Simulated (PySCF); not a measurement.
A side-by-side comparison of computed properties.

First species: C6H8ClPSi.
SMILES: `[SiH3]Pc1ccc(Cl)cc1`

Second species: C₅H₁₂OSi₂.
Atom-mapped SMILES: `[CH2:1]=[CH:2][O:3][CH2:4]/[C:5]([SiH3:6])=[CH:7]/[SiH3:8]` (hydrogens: H9, H10 on C1; H11 on C2; H12, H13 on C4; H14, H15, H16 on Si6; H17 on C7; H18, H19, H20 on Si8)

Levels: PBE0/pcSseg-1 for dipole moment, HOMO energy, LUMO energy and HOMO–LUMO gap; GFN2-xTB for rotational constant A and rotational constant C. Geometries: GFN2-xTB. Each structure is a single optimised conformer of the isolated species, non-relativistic unless stated; the electronic structure was computed with PySCF and density fitting.

The conformers computed, where there is a choice (atom-mapped SMILES and torsion angles):
- `[SiH3:1][PH:2][c:3]1[cH:4][cH:5][c:6]([Cl:7])[cH:8][cH:9]1`: Si1–P2–C3–C4 -79°
- `[CH2:1]=[CH:2][O:3][CH2:4]/[C:5]([SiH3:6])=[CH:7]/[SiH3:8]`: C1–C2–O3–C4 3°, C2–O3–C4–C5 170°, O3–C4–C5–Si6 -23°

Values for the first species:

```
Dipole moment         : 1.31 D
HOMO energy           : -6.68 eV
LUMO energy           : -0.87 eV
HOMO–LUMO gap         : 5.81 eV
Rotational constant A : 2.794 GHz
Rotational constant C : 0.412 GHz
```

**Question.** Estimate the same properties for the second species, and the change in each.

**Answer.** 
| property | first | second | second less first |
| --- | --- | --- | --- |
| dipole moment | 1.31 D | 1.47 D | +0.16 D |
| HOMO energy | -6.68 eV | -7.04 eV | -0.36 eV |
| LUMO energy | -0.87 eV | -0.99 eV | -0.12 eV |
| HOMO–LUMO gap | 5.81 eV | 6.05 eV | +0.24 eV |
| rotational constant A | 2.794 GHz | 3.155 GHz | +0.361 GHz |
| rotational constant C | 0.412 GHz | 0.535 GHz | +0.123 GHz |

On the first: A dipole of 1.31 D is allowed in C1, and pure rotational transitions are dipole-allowed. The dipole equals about 4.4 × 10⁻³⁰ C·m (1 D = 3.33564 × 10⁻³⁰ C·m).

On the second: In atomic units the dipole is 0.58 e·bohr (1 au = 2.5417 D).
